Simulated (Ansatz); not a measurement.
`C[CH](C)[Mg][Cl]` + `O[Si](O)(Cl)Cl` → `CO[Si](O)(Cl)Cl` + `C[CH2][Mg][Cl]`  (substitution at a C–C bond)

Gas-phase electronic energies from Ansatz, PBE0-D4/def2-TZVP geometries. CCSD(T)/CBS adds triple-zeta CCSD(T) − MP2 to the extrapolated MP2 energy (def2 sets, frozen cores). Functionals use def2-TZVPP. B3LYP here is the variant with VWN-RPA as its local correlation; programs differ in this. For Mg outer-core shells are correlated without core-valence functions, which leaves a few kJ/mol of doubt a bond. Each species was taken in one conformer, which may not be the lowest.

CCSD(T)/CBS gives +0.43 eV.

Problem. Another level gave +0.37 eV. Which?
A. MP2/def2-TZVPP
B. B3LYP-D4/def2-TZVPP
C. HF/def2-TZVPP
D. B2PLYP/def2-TZVPP

Solution. D. B2PLYP 0.37, HF/def2-TZVPP 0.27, MP2/def2-TZVPP 0.47, B3LYP-D4 0.33 eV.

Largest T1 diagnostic among the species: 0.010.

In def2-TZVPP, CCSD(T) changes the Hartree–Fock value by +0.15 eV (the triples alone add +0.01 eV) and MP2 by +0.20 eV.
